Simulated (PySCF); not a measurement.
Geometry:
| atom | x (Å) | y (Å) | z (Å) |
| --- | --- | --- | --- |
| C1 | 2.968 | -0.678 | -0.103 |
| N2 | 1.626 | -0.184 | -0.285 |
| C3 | 1.507 | 0.807 | -1.323 |
| C4 | 0.645 | -0.416 | 0.624 |
| P5 | 0.813 | -1.179 | 2.144 |
| Si6 | -1.181 | 0.024 | 0.251 |
| C7 | -1.631 | -0.359 | -1.571 |
| C8 | -1.492 | 1.872 | 0.636 |
| C9 | -2.323 | -1.020 | 1.356 |
| H10 | 2.937 | -1.712 | 0.243 |
| H11 | 3.487 | -0.648 | -1.061 |
| H12 | 3.534 | -0.080 | 0.622 |
| H13 | 0.500 | 1.203 | -1.362 |
| H14 | 1.750 | 0.366 | -2.294 |
| H15 | 2.199 | 1.637 | -1.139 |
| H16 | 2.202 | -1.324 | 2.190 |
| H17 | -1.578 | 0.519 | -2.207 |
| H18 | -2.646 | -0.739 | -1.636 |
| H19 | -0.976 | -1.113 | -1.996 |
| H20 | -2.546 | 2.110 | 0.532 |
| H21 | -0.940 | 2.540 | -0.019 |
| H22 | -1.202 | 2.102 | 1.656 |
| H23 | -3.364 | -0.744 | 1.213 |
| H24 | -2.223 | -2.078 | 1.133 |
| H25 | -2.080 | -0.884 | 2.405 |

[PySCF: shielding tensors at PBE0/pcSseg-1 (GIAO); geometry: GFN2-xTB; one averaged value for each set of equivalent atoms; non-relativistic Hamiltonian; gas phase; one conformer]

Chemical shifts δ = σref − σ; TMS for ¹³C and ¹H and ²⁹Si; ¹⁵N vs NH3; ³¹P against H3PO4, all at this level.

| atoms | nucleus | count | Hirshfeld charge | δ (ppm) |
| --- | --- | --- | --- | --- |
| H16 | ¹H | 1 | -0.04 | 4.75 |
| P5 | ³¹P | 1 | -0.08 | 32.1 |
| N2 | ¹⁵N | 1 | -0.03 | 128.6 |
| C4 | ¹³C | 1 | -0.09 | 214.6 |
| C1/C3 | ¹³C | 2 | -0.06 | ? |
| Si6 | ²⁹Si | 1 | 0.39 | ? |
| H17/H18/H19/H20/H21/H22/H23/H24/H25 | ¹H | 9 | 0.04 | ? |
| H10/H11/H12/H13/H14/H15 | ¹H | 6 | 0.05 | 3.07 |
| C7/C8/C9 | ¹³C | 3 | -0.22 | 2.2 |

Q: Complete the table.

A: 
- C1/C3: 45.7 ppm, carbon bonded to N, 3 H
- H17/H18/H19/H20/H21/H22/H23/H24/H25: 0.30 ppm, hydrogen on a carbon bonded to Si
- Si6: -7.2 ppm, silicon bonded to 4 C

Shifts are as computed. Against solution values, carbons near 30 ppm lie about +3 ppm off and those near 130 ppm about +5 ppm. Of 1211 compounds with measured shifts, 218 miss one by over three times the rms of a fit or turn the order of signals round; such compounds aren't used in these exercises. Experimental scales use liquid or dissolved standards, which lie at an offset from isolated NH3 (liquid NH3: subtract about 20 ppm) and H3PO4.
